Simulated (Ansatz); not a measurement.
A nudged elastic band was laid between two geometries of a periodic cell of 20 atoms, C19O (surface graphene monolayer, adsorbate CO).

Computed with Ansatz 0.2.0, DFT PBEsol, scalar-relativistic, plane waves, PAW. Settings: cutoff 420 eV, k mesh 2x2x1, gaussian smearing 0.02 eV, no spin polarisation.

- movable images: 5
- climbing image: yes
- spring: 5.0 eV/Å²
- optimiser: quadratic models (default)
- start path: IDPP
- force threshold: 0.03 eV/Å
- iteration limit: 16
- end points: relaxed

First end point:

```xyz
20
Lattice="7.3980 0.0000 0.0000 -3.6990 6.4069 0.0000 0.0000 0.0000 13.0000" Properties=species:S:1:pos:R:3
C -0.043 0.004 0.855
C 1.205 0.725 0.855
C -1.271 2.155 0.855
C -0.042 2.865 0.855
C -2.494 4.280 0.855
C -1.271 4.985 0.855
C 2.427 0.019 0.854
C 3.657 0.729 0.855
C 1.205 2.144 0.855
C 2.427 2.850 0.855
C -0.042 4.276 0.855
C 1.205 4.996 0.855
C 4.904 0.008 0.855
C 6.126 0.714 0.855
C 3.657 2.140 0.855
C 4.904 2.860 0.855
C 2.427 4.291 0.855
C 3.656 5.000 0.855
C 3.243 -0.410 4.112
O 2.444 0.069 4.758
```

Last end point:

Only the atoms that move by more than 0.05 Å are listed.
```
C19 5.709 -0.410 4.112
O20 4.910 0.069 4.758
```

(1) What changes between the two ends?

(2) Give the energies along the band, and the barrier.

(3) What is the geometry of the highest image?

## Answers

(1) The atom that moves furthest is C19, by 2.47 Å.

(2) The forces met the threshold. The highest image is number 3 of 0 to 6, 0.006 eV above the ends, which have the same energy within 2 meV. The top lies less than 8 meV above the higher end, about what the thresholds resolve: that end is a shoulder or a very shallow well. The order of the stationary point at the top wasn't checked. Limits of this set-up: slab without dipole correction, no dispersion correction for a molecule that may bind weakly.

```csv
image,path coordinate (Å),energy (eV)
0,0.00,0.000
1,0.54,0.001
2,1.08,0.005
3,1.62,0.006
4,2.21,0.004
5,2.81,0.001
6,3.41,0.000
```

(3) 
```xyz
20
Lattice="7.3980 0.0000 0.0000 -3.6990 6.4069 0.0000 0.0000 0.0000 13.0000" Properties=species:S:1:pos:R:3:forces:R:3
C -0.026 -0.006 0.843 0.01 0.02 0.00
C 1.212 0.709 0.843 -0.01 0.00 0.00
C -1.269 2.141 0.843 0.01 -0.01 -0.01
C -0.026 2.859 0.842 0.01 -0.01 0.00
C -2.487 4.280 0.843 -0.01 0.00 0.00
C -1.269 4.983 0.843 0.00 0.01 0.00
C 2.430 0.006 0.843 0.00 -0.01 0.00
C 3.673 0.723 0.842 0.01 -0.01 0.00
C 1.212 2.144 0.842 -0.02 0.00 0.00
C 2.430 2.848 0.843 0.01 0.01 -0.01
C -0.026 4.266 0.843 0.01 0.01 0.00
C 1.212 4.980 0.842 -0.01 0.00 0.00
C 4.911 0.008 0.842 -0.01 0.00 -0.01
C 6.129 0.712 0.842 0.00 0.01 0.01
C 3.673 2.130 0.842 0.01 0.01 0.01
C 4.911 2.845 0.843 -0.02 0.00 0.00
C 2.430 4.277 0.842 0.00 -0.01 0.01
C 3.673 4.995 0.843 0.01 -0.01 0.00
C 4.456 -0.315 4.294 0.00 0.00 0.00
O 3.539 0.115 4.802 0.00 0.00 0.00
```

The run took 3.9 min on 1 thread of Arm Neoverse V1, on a shared host, peak memory 1 GiB.
